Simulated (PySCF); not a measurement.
## AuCl₃: fields on a plane

Method: PySCF, B3LYP, basis Au def2-SVP with ECP60, Cl def2-SVP (scalar-relativistic core potentials, no spin–orbit coupling, density fitting).

The singlet minimum has Au–Cl 2.283 Å, Au–Cl 2.296 Å (×2); Cl–Au–Cl 96.9° (×2), Cl–Au–Cl 166.1°.

The plane holds Au1 at (0.00, 0.00), Cl2 at (2.30, 0.00), Cl3 at (-2.23, 0.55), Cl4 at (-0.28, -2.27) Å. Columns run from x = -4.35 to 4.65 Å, rows from y = 2.85 (top) to -4.35 Å, in steps of 0.3 Å. Other isomers or separated fragments may lie lower. Core electrons replaced by a potential are absent, the electrostatic potential uses the reduced nuclear charge, and values within about 0.7 Å of such atoms have no physical meaning.

**Question.** Give the electrostatic potential (V) (cut at 20 V). Every second row and column.

**Answer.** 
```
 0.0  0.0  0.0 -0.1  0.0  0.2  0.5  0.7  0.7  0.6  0.3  0.1  0.0  0.0  0.0  0.0
 0.0  0.0  0.0  0.0  0.0  0.2  0.9  1.5  1.4  1.0  0.4  0.1  0.0  0.0  0.0  0.0
 0.0  0.2  1.2  3.9  3.6  1.4  2.3  3.9  3.6  1.9  0.6  0.1  0.0  0.0  0.0  0.0
 0.0  0.6  7.0 20.0 20.0  8.7  7.5 15.8 12.4  4.6  3.2  5.5  3.1  0.6  0.1  0.0
-0.1  0.6 11.0 20.0 20.0 17.3 20.0 20.0 20.0 12.1 20.0 20.0 20.0  3.1  0.3  0.0
-0.2 -0.1  3.0 20.0 20.0  9.6 20.0 20.0 20.0 16.4 20.0 20.0 20.0  4.0  0.2 -0.1
-0.3 -0.4 -0.2  1.0  2.1  3.7 14.2 20.0 20.0  7.5  9.6 20.0  9.6  1.0 -0.1 -0.1
-0.2 -0.3 -0.4 -0.3  0.2  2.2 10.6 17.7  8.5  2.5  1.1  1.0  0.2 -0.3 -0.3 -0.2
-0.2 -0.2 -0.3 -0.3 -0.1  4.1 20.0 20.0 20.0  1.6 -0.1 -0.3 -0.4 -0.3 -0.2 -0.2
-0.1 -0.1 -0.2 -0.2 -0.1  4.2 20.0 20.0 20.0  0.9 -0.3 -0.3 -0.3 -0.2 -0.2 -0.1
-0.1 -0.1 -0.1 -0.1  0.1  1.8  9.7 15.1  4.5  0.3 -0.2 -0.2 -0.2 -0.2 -0.1 -0.1
 0.0  0.0  0.0  0.0  0.2  0.7  1.8  2.1  1.0  0.2  0.0 -0.1 -0.1 -0.1 -0.1 -0.1
 0.0  0.0  0.0  0.1  0.2  0.4  0.6  0.6  0.4  0.1  0.0  0.0 -0.1 -0.1 -0.1 -0.1
```

**Question.** Give the electron density (e/Å³) (cut at 5 e/Å³). Every second row and column.

**Answer.** 
```
0.00 0.00 0.00 0.00 0.00 0.00 0.00 0.00 0.00 0.00 0.00 0.00 0.00 0.00 0.00 0.00
0.00 0.00 0.01 0.03 0.03 0.02 0.01 0.00 0.00 0.00 0.00 0.00 0.00 0.00 0.00 0.00
0.00 0.01 0.08 0.27 0.32 0.12 0.05 0.03 0.03 0.02 0.03 0.05 0.03 0.01 0.00 0.00
0.00 0.04 0.35 1.71 1.97 0.55 0.25 0.43 0.29 0.13 0.24 0.44 0.23 0.05 0.01 0.00
0.00 0.06 0.63 5.00 5.00 0.95 1.40 5.00 5.00 0.52 1.17 2.72 1.27 0.16 0.02 0.00
0.00 0.03 0.28 1.24 1.19 0.49 2.41 1.05 5.00 0.70 1.54 5.00 1.79 0.23 0.02 0.00
0.00 0.01 0.05 0.14 0.15 0.14 0.60 2.39 1.48 0.29 0.54 1.28 0.69 0.11 0.01 0.00
0.00 0.00 0.01 0.01 0.03 0.12 0.50 0.81 0.36 0.10 0.09 0.13 0.09 0.02 0.00 0.00
0.00 0.00 0.00 0.00 0.04 0.34 1.95 5.00 1.11 0.13 0.02 0.01 0.01 0.00 0.00 0.00
0.00 0.00 0.00 0.00 0.04 0.35 2.00 5.00 1.25 0.14 0.01 0.00 0.00 0.00 0.00 0.00
0.00 0.00 0.00 0.00 0.01 0.10 0.40 0.60 0.26 0.05 0.00 0.00 0.00 0.00 0.00 0.00
0.00 0.00 0.00 0.00 0.00 0.01 0.04 0.05 0.03 0.01 0.00 0.00 0.00 0.00 0.00 0.00
0.00 0.00 0.00 0.00 0.00 0.00 0.00 0.00 0.00 0.00 0.00 0.00 0.00 0.00 0.00 0.00
```

Stability towards spin polarisation was not tested. With an element this heavy the missing spin–orbit coupling can shift these numbers.
